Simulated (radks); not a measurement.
All-electron atom: Co in [Ar] 3d7 4p2 (not the ground configuration). All-electron calculation, Dirac Kohn-Sham, PBE, spin-unpolarised, spherical densities, point nucleus; open shells fill j = l - 1/2 first. Program: a radial shooting solver on a logarithmic mesh with Libxc functionals.

Unscreened Slater integrals over Kohn-Sham orbitals (hartree). Large and small components are both included. Empty in this configuration: 4p3/2.

F0(4p1/2,4p1/2): 0.23860
F0(4p1/2,3d5/2): 0.31536
G3(4p1/2,3d5/2): 0.020670
F0(4p1/2,3d3/2): 0.31550
G1(4p1/2,3d3/2): 0.026397
F0(4p1/2,3p3/2): 0.31991
G2(4p1/2,3p3/2): 0.010715
F0(4p1/2,4p3/2): 0.23714
G2(4p1/2,4p3/2): 0.12007
F0(3d5/2,3d5/2): 0.89433
F2(3d5/2,3d5/2): 0.40455
F4(3d5/2,3d5/2): 0.25001
F0(3d5/2,3d3/2): 0.89694
F2(3d5/2,3d3/2): 0.40580
G2(3d5/2,3d3/2): 0.40546
G4(3d5/2,3d3/2): 0.25060
F0(3d5/2,3p3/2): 0.98566
F2(3d5/2,3p3/2): 0.45850
G1(3d5/2,3p3/2): 0.56772
G3(3d5/2,3p3/2): 0.34228
F0(3d5/2,4p3/2): 0.31169
F2(3d5/2,4p3/2): 0.057385
G1(3d5/2,4p3/2): 0.025703
G3(3d5/2,4p3/2): 0.019913
F0(3d3/2,3d3/2): 0.89957
F2(3d3/2,3d3/2): 0.40706
F0(3d3/2,3p3/2): 0.98883
F2(3d3/2,3p3/2): 0.46018
G1(3d3/2,3p3/2): 0.56957
G3(3d3/2,3p3/2): 0.34346
F0(3d3/2,4p3/2): 0.31182
F2(3d3/2,4p3/2): 0.057009
G1(3d3/2,4p3/2): 0.025283
G3(3d3/2,4p3/2): 0.019649
F0(3p3/2,3p3/2): 1.1038
F2(3p3/2,3p3/2): 0.55097
F0(3p3/2,4p3/2): 0.31610
F2(3p3/2,4p3/2): 0.042346
G0(3p3/2,4p3/2): 0.0093983
G2(3p3/2,4p3/2): 0.010553
F0(4p3/2,4p3/2): 0.23570
F2(4p3/2,4p3/2): 0.11941
